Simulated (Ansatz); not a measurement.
Geometry optimisation, Ansatz, RHF/def2-SVP.

input.yaml

```yaml
crystal:
  periodic: [false, false, false]
  atoms:
    - { symbol: Si, position_ang: [-0.7289, -0.5203, -0.3209] }
    - { symbol: S, position_ang: [0.3547, 0.9231, 1.4417] }
    - { symbol: F, position_ang: [0.2786, -1.7254, -0.5675] }
    - { symbol: F, position_ang: [-1.5976, -1.2707, 0.8066] }
    - { symbol: H, position_ang: [-1.7726, 0.087, -1.0857] }
    - { symbol: H, position_ang: [1.1758, 1.544, -0.02] }
    - { symbol: Br, position_ang: [0.9445, 0.9072, -1.8916] }
    - { symbol: H, position_ang: [1.3454, 0.0551, 1.6375] }
basis:
  gaussian: { orbitals: def2-SVP }
hamiltonian:
  xc: hf
relax:
  f_tol: 0.15
  max_steps: 25
  restrain:
    - { distance: [0, 6], at: 2.31, k: 30.0 }
    - { distance: [5, 1], at: 1.36, k: 30.0 }
    - { distance: [0, 1], at: 3.46, k: 30.0 }
    - { distance: [5, 6], at: 2.81, k: 30.0 }
output:
  orbitals: {}
```

Launched with:

```bash
$ ansatz run input.yaml --threads 2 --pin off --max-ram 3072MiB --backend cpu --events-out ev --progress --plain --runs-dir out
```

Question: Where does it end, and by what steps?

Answer: The forces met the threshold. The restraints hold the end off the free minimum. After 16 steps the energy has fallen by 2.879 eV (the restraints' own energy left out); F3 moved furthest, 1.79 Å. Joined: S2–H6 (1.79 → 1.35 Å).

| step | energy less start (eV) | largest force component (eV/Å) | accepted |
| --- | --- | --- | --- |
| 0 | 0.0000 | 3.088 | yes |
| 1 | -0.1930 | 3.602 | yes |
| 2 | -0.5608 | 2.603 | yes |
| 3 | -0.9256 | 1.979 | yes |
| 4 | -1.3901 | 1.540 | yes |
| 5 | -1.8759 | 0.863 | yes |
| 6 | -2.2395 | 0.810 | yes |
| 7 | -2.3225 | 1.120 | yes |
| 8 | -2.4267 | 1.165 | yes |
| 9 | -2.4980 | 1.143 | yes |
| 10 | -2.5860 | 0.996 | yes |
| 11 | -2.6761 | 0.812 | yes |
| 12 | -2.7694 | 0.851 | yes |
| 13 | -2.8234 | 0.757 | yes |
| 14 | -2.8568 | 0.778 | yes |
| 15 | -2.8762 | 0.789 | yes |
| 16 | -2.8786 | 0.815 | yes |

```xyz
8
Properties=species:S:1:pos:R:3
Si -0.588 -0.828 -0.774
S 0.218 1.669 1.494
F -1.055 -2.005 -1.735
F -0.059 -1.529 0.549
H -1.695 0.073 -0.546
H 1.192 1.677 0.562
Br 1.166 0.176 -1.822
H 0.821 0.766 2.271
```

Run time: 20 s on 2 threads of Intel(R) Xeon(R) 6975P-C (Granite Rapids), on a shared host, peak memory 0.29 GiB.
